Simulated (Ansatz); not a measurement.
Redistribution: GaHBr2 + GaH3 → 2 GaH2Br

Gas-phase species: GaHBr2 `[Br][GaH][Br]`, singlet; GaH3 `[GaH3]`, singlet; GaH2Br `[GaH2][Br]`, singlet. The partners trade Br for H; both sit on Ga, so the bond types are kept.

Shapes, held fixed at every level: PBE0-D4/def2-TZVP. Programs: Ansatz 0.2.0. The zero-point and thermal change to 298 K, harmonic and unscaled (PBE0-D4/def2-TZVP), is +0.9 kJ/mol.

```json
{"level": "HF/def2-TZVPP", "kind": "Hartree–Fock", "ΔH(298 K) (kJ/mol)": "-13.8", "less CCSD(T)/def2-TZVPP": "-3.1"}
{"level": "r2SCAN-D4/def2-TZVPP", "kind": "meta-GGA", "ΔH(298 K) (kJ/mol)": "-12.2", "less CCSD(T)/def2-TZVPP": "-1.5"}
{"level": "B3LYP-D4/def2-TZVPP", "kind": "global hybrid", "ΔH(298 K) (kJ/mol)": "-11.2", "less CCSD(T)/def2-TZVPP": "-0.5"}
{"level": "BHLYP-D4/def2-TZVPP", "kind": "global hybrid", "ΔH(298 K) (kJ/mol)": "-10.9", "less CCSD(T)/def2-TZVPP": "-0.2"}
{"level": "wB97X-V/def2-TZVPP", "kind": "range-separated hybrid", "ΔH(298 K) (kJ/mol)": "-11.8", "less CCSD(T)/def2-TZVPP": "-1.1"}
{"level": "MP2/def2-SVP", "kind": "perturbation theory", "ΔH(298 K) (kJ/mol)": "-8.9", "less CCSD(T)/def2-TZVPP": "+1.8"}
{"level": "MP2/def2-TZVPP", "kind": "perturbation theory", "ΔH(298 K) (kJ/mol)": "-9.8", "less CCSD(T)/def2-TZVPP": "+0.9"}
{"level": "CCSD(T)/def2-TZVPP", "kind": "coupled cluster or CI", "ΔH(298 K) (kJ/mol)": "-10.7", "less CCSD(T)/def2-TZVPP": "0.0"}
```

The highest level, CCSD(T)/def2-TZVPP, gives ΔH(298 K) = -10.7 kJ/mol; the levels span -13.8 to -8.9. The column of differences is taken from that level and isn't an error. No measured value is set beside it here. Relativity is left out for Br, Ga. Outer-core shells of Br, Ga are correlated, in sets that cover them unevenly.
